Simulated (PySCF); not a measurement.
SMILES C#C[C@H]1N=C[C@H]1C, C₆H₇N

Geometry:
```tsv
atom	x (Å)	y (Å)	z (Å)
C1	2.364	0.814	0.800
C2	1.657	0.108	0.140
C3	0.767	-0.737	-0.610
N4	0.229	-1.898	0.154
C5	-0.970	-1.486	0.017
C6	-0.711	-0.244	-0.778
C7	-1.093	1.085	-0.151
H8	3.005	1.430	1.357
H9	1.247	-1.064	-1.536
H10	-1.869	-1.953	0.384
H11	-1.065	-0.298	-1.812
H12	-0.735	1.138	0.875
H13	-2.175	1.199	-0.154
H14	-0.652	1.905	-0.713
```

Computed, not measured: TDDFT B3LYP/aug-cc-pVDZ circular dichroism and optical rotation, one conformer, gas phase in PySCF 2.14.0. Geometry: GFN2-xTB.

States above about 7.1 eV lie in this functional's continuum (it starts at minus the energy of the highest occupied orbital, well below the true ionisation energy for most functionals) and depend on the basis. Singlets 8 and 9 lie within 0.01 eV of each other, so their separate moments and overlaps can depend on how they mix.

**Question.** Assign R or S to each stereocentre.

**Answer.** C3 S, C6 S.

**Question.** List the lowest 16 singlet excitations with oscillator and rotatory strengths.

**Answer.** Rotatory strengths R in 10⁻⁴⁰ esu² cm², velocity form and length form (origin at the centre of mass); f in length form.
```csv
state,E (eV),λ (nm),f,R (velocity),R (length),main
1,4.92,252,0.0009,+19.7,+20.1,HOMO→LUMO 0.92
2,5.87,211,0.001,-4.1,-4.2,HOMO−1→LUMO 0.92
3,6.00,207,0.014,+7.2,+7.3,HOMO→LUMO+1 0.91
4,6.25,198,0.023,-27.1,-27.7,"HOMO−2→LUMO 0.43, HOMO→LUMO+4 0.18"
5,6.36,195,0.003,+2.6,+2.7,"HOMO→LUMO+2 0.31, HOMO−1→LUMO+4 0.23"
6,6.37,195,0.012,-6.7,-6.6,"HOMO→LUMO+4 0.28, HOMO−2→LUMO 0.23"
7,6.44,192,0.0006,-0.8,-0.8,"HOMO→LUMO+2 0.34, HOMO−1→LUMO+4 0.18"
8,6.62,187,0.031,+2.6,+2.6,HOMO−1→LUMO+1 0.71
9,6.62,187,0.003,-0.2,-0.4,"HOMO→LUMO+3 0.53, HOMO→LUMO+4 0.29"
10,6.74,184,0.005,+13.4,+13.4,"HOMO−2→LUMO+1 0.22, HOMO→LUMO+6 0.13"
11,6.81,182,0.024,-12.5,-12.3,"HOMO−1→LUMO+2 0.27, HOMO→LUMO+5 0.20"
12,6.88,180,0.030,+16.1,+16.5,"HOMO→LUMO+5 0.59, HOMO−1→LUMO+2 0.12"
13,7.00,177,0.015,+24.9,+25.3,"HOMO−2→LUMO+1 0.38, HOMO→LUMO+6 0.31"
14,7.08,175,0.013,+1.9,+1.8,"HOMO−1→LUMO+3 0.36, HOMO−1→LUMO+4 0.12"
15,7.18,173,0.020,-4.7,-4.6,"HOMO−2→LUMO+2 0.30, HOMO−1→LUMO+3 0.16"
16,7.22,172,0.010,-21.3,-21.5,"HOMO−1→LUMO+3 0.20, HOMO→LUMO+7 0.14"
```

Among the states computed, the strongest CD band (largest |R|) is state 4. The largest dissymmetry factor in size, g = 4R/(D+G), with D and G the electric and magnetic dipole strengths, is +0.13 for state 1 (velocity form, f = 0.001), among bands with |R| over 0.5. The mirror image has the same energies and oscillator strengths and all R with the opposite sign.
